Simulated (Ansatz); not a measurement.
C2H2AlF can be A, `FC#[C][AlH2]`, or B, `C#[C][AlH][F]`.

Isolated molecules relaxed with PBE0-D4/def2-TZVP in Ansatz; ΔE leaves out vibrations. CCSD(T)/CBS is the MP2 limit (def2-TZVPP, def2-QZVPP) plus CCSD(T) − MP2 in def2-TZVPP, frozen cores. DFT in def2-TZVPP. B3LYP here is the variant with VWN-RPA as its local correlation; programs differ in this.

A:

```xyz
6

F    -0.5453    1.5933   -2.5597
C    -0.3211    0.9353   -1.5004
C    -0.1075    0.3071   -0.4889
Al    0.2332   -0.6802    1.0922
H    -0.2036   -2.1974    1.1526
H     0.9443    0.0420    2.3042
```

B:

```xyz
6

C     0.820   -1.495   -0.717
C     0.280   -0.521   -0.243
Al   -0.537    1.037    0.457
F    -1.529    0.859    1.758
H     1.293   -2.357   -1.132
H    -0.326    2.477   -0.123
```

Q: Which isomer does CCSD(T)/CBS put lower? Give the gap. (Best estimate.)

A: Ansatz gave: B, by 326.7 kJ/mol.

Q: Give E(B) − E(A) in kJ/mol with B3LYP, HF/def2-TZVPP, PBE0-D4, B2PLYP, CCSD(T)/def2-TZVPP, CCSD/def2-TZVPP, MP2/def2-TZVPP. (Estimate.)

A: The calculation gave: B3LYP -308.9, HF/def2-TZVPP -319.0, PBE0-D4 -297.2, B2PLYP -318.5, CCSD(T)/def2-TZVPP -319.4, CCSD/def2-TZVPP -321.1, MP2/def2-TZVPP -329.6. None reverses the order clearly.

Q: Does the order hold for the free energy at 298.15 K (harmonic terms from PBE0-D4)? (Estimate.)

A: The calculation gave: Yes: G(B) − G(A) = -321.1 kJ/mol.

Largest T1 diagnostic: 0.013.

From r2SCAN to r2SCAN0 (25 % exact exchange), in def2-TZVPP and without D4, E(B) − E(A) moves by −3.2 kJ/mol. At CCSD(T), def2-SVP lies +28.1 kJ/mol from the extrapolated value and def2-TZVPP +7.3 kJ/mol.
